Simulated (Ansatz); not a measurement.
Mulliken charges of `[CH3][Al]1[BH][SiH2]1` from r2SCAN/def2-TZVPP in Ansatz (PBE0-D4/def2-TZVP geometry).

```tsv
atom	x (Å)	y (Å)	z (Å)	charge (e)
C1	-1.370	1.072	-1.101	-0.348
Al2	-0.301	-0.315	-0.249	0.253
B3	0.636	-1.923	0.495	-0.035
Si4	1.599	-0.546	1.275	0.001
H5	-0.751	1.706	-1.741	0.072
H6	-1.849	1.712	-0.355	0.072
H7	-2.154	0.629	-1.721	0.070
H8	0.649	-3.108	0.500	0.038
H9	0.934	0.761	0.746	-0.078
H10	2.691	-0.038	2.153	-0.045
```

**Question.** By hand: the dipole of these point charges (1 e Å = 4.8032 D).

**Answer.** Σ q r = (-0.127, -0.272, -0.103) e Å, of length 0.317 e Å = 1.52 D.

**Question.** How does the dipole of the full density compare? (An estimate is asked.)

**Answer.** Ansatz gave: (-0.197, 0.444, -0.156) e Å, 2.45 D; the point charges give 0.62 times that, at 119° from its direction.

Point charges leave out the atoms' own dipoles, such as those of lone pairs, and Mulliken's split depends on the basis, so the two needn't agree.
